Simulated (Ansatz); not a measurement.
Relaxation of the cluster MnF2 with UKS PBE0-D4/def2-TZVP.

```sh
$ ansatz run in.yaml --threads 4 --pin off --events-out ev --progress --plain --max-ram 3916MiB
```

```yaml
crystal:
  periodic: [false, false, false]
  atoms:
    - {symbol: Mn, position_ang: [-0.000110, 0.000460, -0.000160]}
    - {symbol: F, position_ang: [-1.246020, 0.167380, 0.974310]}
    - {symbol: F, position_ang: [1.246130, -0.167840, -0.974150]}
basis:
  gaussian: {orbitals: def2-TZVP}
magnetization: {spin_polarized: true, initial_magnetization: 1}
hamiltonian: {xc: pbe0, dispersion: d4}
scf: {omitted_lower_state_checks: [starts]}
output: {orbitals: {seedname: orbitals}}
relax: {f_tol: 0.02, max_steps: 100}
```

It took 76 s on 4 threads of Arm Neoverse V1 on a shared host.

Positions (Å) and forces (eV/Å) at steps 1, 2, 3, 4 of 4:

```xyz
3
step=1 energy=-36745.0876 eV
Mn    0.000    0.000    0.000    0.004    0.004   -0.006
F    -1.246    0.167    0.974   -5.147    0.690    4.025
F     1.246   -0.168   -0.974    5.143   -0.694   -4.020
3
step=2 energy=-36745.7723 eV
Mn    0.000    0.000    0.000    0.002    0.001   -0.002
F    -1.304    0.175    1.020   -2.290    0.307    1.791
F     1.304   -0.176   -1.019    2.288   -0.309   -1.789
3
step=3 energy=-36746.0163 eV
Mn    0.000    0.000    0.000    0.000    0.000    0.000
F    -1.379    0.185    1.078    0.100   -0.013   -0.078
F     1.379   -0.186   -1.078   -0.100    0.014    0.078
3
step=4 energy=-36746.0170 eV
Mn    0.000    0.000    0.000    0.000    0.000    0.000
F    -1.375    0.185    1.075   -0.007    0.001    0.005
F     1.375   -0.185   -1.075    0.007   -0.001   -0.005
```

The charge 0 doublet is spin-contaminated (final ⟨S²⟩ up to 2.61, 0.75 for a pure state). At PBE0-D4/def2-TZVP a sextet of charge 0 lies 2.65 eV below the doublet, each at its own geometry. The structure comes from a short search, and lower isomers may exist.
